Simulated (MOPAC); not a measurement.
MOPAC input (MNDO):

```
MNDO 1SCF CHARGE=1 GEO-OK AUX(PRECISION=9) THREADS=1
H4As

As    0.00000000 1   -0.00000000 1   -0.00000000 1
H    -0.86089794 1   -1.11813083 1   -0.48230707 1
H    -0.54108335 1    1.29598678 1   -0.50162634 1
H     1.38969123 1   -0.18816144 1   -0.50728243 1
H     0.01229005 1    0.01030549 1    1.49121583 1
```

**Question.** What heat of formation does the run end on, and which ionisation energy by Koopmans theorem?

**Answer.** 236.68 kcal/mol; 20.12 eV.
